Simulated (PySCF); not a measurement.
Correlation energy of B (boron, neutral)

[He] 2s2 3s1, 2S determinant (an excited configuration). Calculation: PySCF 2.14, in aug-cc-pwCVTZ (7s6p4d2f, 59 functions); no relativity, point nucleus. Frozen: 1s2; 3 electrons correlated.

| level | correlation energy (mhartree) |
| --- | --- |
| CCSD | -68.76 |
| (T) | -0.82 |
| CCSD(T) | -69.58 |
| CCSDT | -69.90 |

Diagnostics: T1 = 0.017, D1 = 0.0379, largest double amplitude 0.139.

The outer electron is Rydberg-like, and this basis confines it to a smaller radius and binds it less than a complete one would.

Cost of the coupled-cluster step: roughly 6 core-seconds, for 3 correlated electrons.
